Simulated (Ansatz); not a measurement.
ClFH₃Si₂, SMILES `F[Si]([SiH3])Cl` radical at its PBE0-D4/def2-TZVP geometry, where that method's forces vanish. Total charge 0; spin multiplicity 2.

| atom | x (Å) | y (Å) | z (Å) |
| --- | --- | --- | --- |
| F1 | 1.7023 | 0.4968 | -1.6218 |
| Si2 | 1.3977 | 0.0649 | -0.1081 |
| Si3 | -0.9081 | 0.2973 | 0.3340 |
| Cl4 | 1.9181 | -1.9187 | 0.0629 |
| H5 | -1.1198 | -0.1382 | 1.7371 |
| H6 | -1.2679 | 1.7305 | 0.1889 |
| H7 | -1.7223 | -0.5326 | -0.5929 |

(1) For each bond, give half the difference of the two atoms' forces along it (eV/Å; positive pushes the atoms apart) under PBE-D4, r2SCAN-D4, B3LYP-D4, ωB97M-V in def2-TZVPP. (Estimate.)

## Answers

(1) Computed: 
```
   bond  length (Å)  PBE-D4  r2SCAN-D4  B3LYP-D4  ωB97M-V
 F1–Si2       1.603    0.60       0.06      0.20     0.17
Si2–Si3       2.359   -0.11      -0.04      0.07     0.05
Si2–Cl4       2.058    0.20       0.06      0.22     0.07
 Si3–H5       1.484    0.09      -0.01     -0.07    -0.10
 Si3–H6       1.485    0.09      -0.01     -0.07    -0.10
 Si3–H7       1.487    0.08       0.00     -0.08    -0.13
```

B3LYP here is the variant with VWN-RPA as its local correlation; programs differ in this.
